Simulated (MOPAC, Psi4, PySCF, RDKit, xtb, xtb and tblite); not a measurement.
Two geometries of H6BNSi, SMILES B[SiH2]N, relaxed at GFN2-xTB with one dihedral held; other torsions can differ between them too.

Structure A

```
9

B      1.5436     0.5344     0.0335
Si    -0.0389    -0.6086     0.0114
N      0.4371    -2.2681    -0.1442
H      1.4351     1.6952     0.1324
H      2.6315     0.1174    -0.0719
H     -0.8413    -0.6274     1.2487
H     -1.0166    -0.2209    -1.0409
H     -0.2720    -2.9832    -0.1546
H      1.1678    -2.5116    -0.7931
```

Structure B

```
9

B     -1.5288     0.5546     0.0327
Si     0.0349    -0.6208    -0.0035
N     -0.0322    -1.6465     1.3953
H     -1.4202     1.7184     0.0685
H     -2.6213     0.1341     0.0203
H      1.3703    -0.0172     0.1440
H      0.1394    -1.3801    -1.2796
H      0.7277    -2.2885     1.5556
H     -0.9026    -2.1029     1.6189
```

Task: Which is lower in energy at the level DF-MP2 (frozen core)/cc-pVTZ // GFN2-xTB (Psi4), and by how much?

Result: A is lower, by 1.73 kJ/mol (dihedral H4–B1–Si2–N3: 180° in A, 120° in B).

E(B) − E(A) in kJ/mol at the other levels, on the same two geometries: GFN2-xTB (xtb and tblite) 1.37; PBE0/def2-TZVP // GFN2-xTB (Psi4) 3.53; PBE0-D3(BJ)/def2-TZVP // GFN2-xTB (Psi4) 3.54; PBE/def2-TZVP // GFN2-xTB (Psi4) 4.55; PBE-D3(BJ)/def2-TZVP // GFN2-xTB (Psi4) 4.56; M06-2X/def2-TZVP // GFN2-xTB (Psi4) 3.24; HF/cc-pVTZ // GFN2-xTB (Psi4) 1.24; UFF // GFN2-xTB (RDKit) -0.12; PM3, restricted, heats of formation // GFN2-xTB (MOPAC) 7.81; AM1, restricted, heats of formation // GFN2-xTB (MOPAC) 5.49; GFN1-xTB // GFN2-xTB (xtb) 1.82; restricted B3LYP/6-31G*, spherical d // GFN2-xTB (PySCF) 2.13; restricted LDA (SVWN5)/6-31G*, spherical d // GFN2-xTB (PySCF) 4.69; restricted Hartree-Fock/STO-3G // GFN2-xTB (PySCF) 1.66; restricted B3LYP/3-21G // GFN2-xTB (PySCF) 2.76.
